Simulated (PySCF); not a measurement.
An unknown is described by computed data only.

Formula: C5H6BNO2.

* UV, first state: lowest singlet excitation: 3.59 eV (345 nm, f = 0.028) [TDDFT PBE0/def2-SVPD]
* 13C NMR: chemical shifts (computed TMS as zero) by class: 190.5 (1 C), 188.7 (1 C), 118.8 (1 C), 104.7 (1 C), 26.7 (1 C) ppm [GIAO PBE0/pcSseg-1]
* Couplings: largest of the computed one-bond spin–spin couplings (means over like bonds): 13C–1H +193.3, 13C–1H +185.8, 13C–1H +142.1 (×2), 11B–1H +140.9 (×2), 17O–11B +10.7, 17O–11B +10.6 Hz [B3LYP/pcJ-1, spin–dipole term left out for some pairs]
* Polarisability: 83.4 au [PBE0/def2-SVPD]
* Rotational structure: rotational constants A, B, C: 4.264, 1.038, 0.852 GHz [PBE0-D3(BJ)/def2-SVP]
* Triplet: lowest triplet excitation (Tamm–Dancoff): 2.71 eV [TDA PBE0/def2-SVPD]
* UV, strongest line: among the 10 lowest singlet transitions: S3 at 5.44 eV (228 nm, f = 0.140) [TDDFT PBE0/def2-SVPD]
* 1H NMR: chemical shifts (computed TMS as zero) by class: 7.90 (1 H), 6.26 (1 H), 3.81 (2 H), 3.10 (2 H) ppm [GIAO PBE0/pcSseg-1]
* NMR, other nuclei: isotropic shieldings of nuclei other than C and H, by class: 100 (1 B), -52 (1 N), 40 (1 O), 62 (1 O) ppm [GIAO PBE0/pcSseg-1]

The electronic properties come from PySCF, for the isolated species, density fitting. Levels stand in brackets. Isolated species at its PBE0-D3(BJ)/def2-SVP geometry (one conformer only). NMR values are class means; diastereotopic atoms form classes of their own.

Task: Give a SMILES that accounts for the data.

Result: Numbering: `[N:1]#[C:2][CH2:3][C:4]1=[O+:5][BH2-:6][O:7][CH:8]=[CH:9]1`. 5 carbons fall into 5 classes; from least to most shielded: carbon bonded to 2 C and O [C4] (190.5 ppm), vinylic carbon bearing oxygen [C8] (188.7 ppm), nitrile carbon [C2] (118.8 ppm), alkene CH carbon [C9] (104.7 ppm), sp3 carbon next to a nitrile [C3] (26.7 ppm). Hydrogen classes from least to most shielded: 1 H on a vinylic carbon bearing oxygen, C8 (7.90 ppm), 1 H on an alkene CH carbon, C9 (6.26 ppm), 2 H on a four-coordinate boron, B6 (3.81 ppm), 2 H on an sp3 carbon next to a nitrile, C3 (3.10 ppm). The other shieldings belong to: 100 ppm, four-coordinate boron [B6]; -52 ppm, nitrile nitrogen [N1]; 40 ppm, boron-bound oxygen [O7]; 62 ppm, oxygen bonded to B and C [O5]. The couplings run between: +193.3 Hz, vinylic carbon bearing oxygen [C8] and its hydrogen; +185.8 Hz, alkene CH carbon [C9] and its hydrogen; +142.1 Hz, sp3 carbon next to a nitrile [C3] and its hydrogen (with 1 like pair); +140.9 Hz, four-coordinate boron [B6] and its hydrogen (with 1 like pair); +10.7 Hz, boron-bound oxygen [O7] and four-coordinate boron [B6]; +10.6 Hz, oxygen bonded to B and C [O5] and four-coordinate boron [B6]. S1 is mainly HOMO→LUMO (weight 0.97); the largest Löwdin shares of the orbital it empties are 0.17 on the alkene CH carbon, 0.17 on the four-coordinate boron, 0.16 on the oxygen bonded to B and C and 0.16 on the boron-bound oxygen, of the orbital it fills 0.26 on the vinylic carbon bearing oxygen, 0.24 on the carbon bonded to 2 C and O, 0.15 on the boron-bound oxygen and 0.13 on the oxygen bonded to B and C. The optimised geometry has point group C1 and is an asymmetric top. Structure: `N#CCC1=[O+][BH2-]OC=C1`. Computed isomers that give other values at the same levels: `OB(O)c1ccncc1` (13C chemical shifts (computed TMS as zero) by class: 155.8 (2 C), 141.8 (1 C), 132.2 (2 C) ppm). The assignments are read from this structure; whether some other isomer fits the data as well wasn't checked.

Conformer computed: `[N:1]#[C:2][CH2:3][C:4]1=[O+:5][BH2-:6][O:7][CH:8]=[CH:9]1`: C2–C3–C4–O5 174°.
